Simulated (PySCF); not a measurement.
Compound: C7H10.
InChI=1S/C7H10/c1-4-6-7(3)5-2/h4-6H,2-3H2,1H3/b6-4+

Torsions of this conformer, `[CH2:1]=[CH:2][C:3](=[CH2:4])/[CH:5]=[CH:6]/[CH3:7]`: C1–C2–C3–C4 -148°, C2–C3–C5–C6 27°.

The closed-shell ground state was solved at several levels (PySCF, density fitting, gas phase, non-relativistic). One conformer (not necessarily the lowest) at the GFN2-xTB geometry, without solvent, vibrations or thermal averaging.

```tsv
level	basis functions	HOMO (eV)	LUMO (eV)	gap (eV)	dipole (D)
wB97X-D/def2-SVPD	220	-8.03	0.90	8.93	0.63
PBE0/pcSseg-1	169	-6.29	-0.78	5.51	0.66
PBE0/def2-SVPD	220	-6.30	-0.83	5.47	0.63
```

Problem. Estimate the row for B3LYP/pcJ-1, a basis of 289 functions; the other rows only guide the guess.

Solution. HOMO -6.06 eV, LUMO -0.96 eV, gap 5.10 eV, dipole 0.63 D.

Problem. Over all these levels, which gives the widest orbital gap and which the narrowest?

Solution. wB97X-D/def2-SVPD (range-separated hybrid) has the widest, 8.93 eV, and B3LYP/pcJ-1 (global hybrid, 20 % exact exchange) the narrowest, 5.10 eV. Functional and basis both differ between the two, so the spread mixes both effects.

Problem. How far do the dipole and the HOMO energy spread over the levels?

Solution. The dipole runs from 0.63 to 0.66 D (mean 0.64 D) and the HOMO from -8.03 to -6.06 eV.
